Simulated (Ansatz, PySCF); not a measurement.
Molecule: PbBr, net charge 0, doublet state. 
Coordinates optimised at B3LYP-D3(BJ)/def2-TZVP (Ansatz, a program for electronic structure):
SMILES: [Br][Pb]
```xyz
2

Pb     0.0000     0.0000    -0.7892
Br     0.0000     0.0000     1.8489
```
Charge 0, spin multiplicity 2.

Dipole moments at this geometry, in debye (magnitudes).

```tsv
level	program	dipole (D)
revPBE/def2-TZVPD	Ansatz	3.34
TPSS/def2-TZVPD	PySCF	3.44
M06-L/def2-TZVPD	PySCF	3.42
B3LYP/def2-TZVPD	Ansatz	3.57
TPSSh/def2-TZVPD	PySCF	3.58
r2SCANh/def2-TZVPD	Ansatz	3.61
r2SCAN0/def2-TZVPD	Ansatz	[?]
M06-2X/def2-TZVPD	PySCF	4.15
LC-wPBE/def2-TZVPD	Ansatz	4.08
CCSD(T)/def2-SVPD	Ansatz	[?]
```

Task: Complete the blanks.

Result: 
- r2SCAN0/def2-TZVPD, dipole (D): 3.76
- CCSD(T)/def2-SVPD, dipole (D): 3.74
